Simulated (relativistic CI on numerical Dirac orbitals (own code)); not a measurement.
Ti⁷⁺: calculation against measurement

Computed by Dirac-Coulomb-Breit CI, KLI orbitals optimised for each configuration, model QED (radiative potential, 1s self-energy scaled to tabulated hydrogen-like ionisation energies), valence Slater integrals scaled by 0.9, configuration energies shifted to the measured levels that pair with them (semi-empirical) (own radial code, finite nucleus).

CI space (outside the closed core [Ne]): 3s²3p³, 3s3p⁴, 3s²3p²3d, 3s²3p²4s, 3p⁵, 3s²3p3d², 3s3p³3d, 3p³3d², 3p⁴3d, 3s3p²3d², 3s²3p²4p, 3s²3p3d4s, 3s²3p3d4p, 3p⁴4s, 3s²3p²4d, 3p⁴4p, 3s3p³4s, 3s3p²3d4s, 3s²3p²4f, 3s3p³4p, 3s3p²3d4p, 3s²3p²5s, 3s²3p4s², 3s²3p²5p, 3s²3p4s4p, 3s²3p²5d, 3s3p³4d, 3p³3d4s, 3s²3p²5f, 3s²3p²5g. Levels of other configurations are missing.

```csv
Configuration,Term (tabulated),J,Measured (cm⁻¹),Computed,Error,Purity (%)
3s²3p³,4S°,3/2,0.0,0,0,96
3s3p⁴,4P,5/2,194474.6,194486,12,88
3s3p⁴,4P,3/2,198097.9,198096,-2,88
3s3p⁴,4P,1/2,199953.6,199939,-15,88
3s²3p²3d,4P,5/2,371012.0,371021,9,86
3s²3p²3d,4P,3/2,372887.0,372890,3,86
3s²3p²3d,4P,1/2,373971.0,373920,-51,86
3s²3p²4s,4P,1/2,660135.0,660173,38,94
3s²3p²4s,4P,3/2,662835.0,662835,0,95
3s²3p²4s,4P,5/2,666493.0,666491,-2,95
```

Measured levels from Corliss and Sugar, J. Phys. Chem. Ref. Data 8, 1 (1979); pairs were made by configuration, J and term (by order where the table uses no LS term), so strongly mixed levels may be paired wrongly.

Mean error by configuration (cm⁻¹): 3s3p⁴ -2; 3s²3p²3d -13; 3s²3p²4s 12. Over the excited levels the mean absolute error is 15 cm⁻¹ (9 of the 9 excited levels that our extract of the source holds in range could be paired), and the median relative error of those above 1,000 cm⁻¹ is 0.0024 %, both after the shifts were fitted to these levels, so that a configuration with one level shows no error. Some levels of the ground configuration have no partner.

Configurations whose levels could be paired with our table of measured levels were shifted onto them, all but the ground configuration, by the median error of their levels; single terms can still be off by 1,000 to 2,000 cm⁻¹ or more, and rates follow the energies as ν³ (E1, M1) or ν⁵ (E2). The others borrow a shift and can be off by several thousand cm⁻¹ or more. 9 of the 9 excited levels that our extract of the measured tables holds in this range could be paired (the sources list more); they are missed by 15 cm⁻¹ on average and 51 at most, after the shifts were fitted to these levels, and levels without a partner can miss by more. Some levels of the ground configuration have no partner and can miss by 10 % or more.

Shifts applied (cm⁻¹): 3s²3p³ 0; 3s3p⁴ -3987; 3s²3p²3d -7137; 3s²3p²4s -5936.
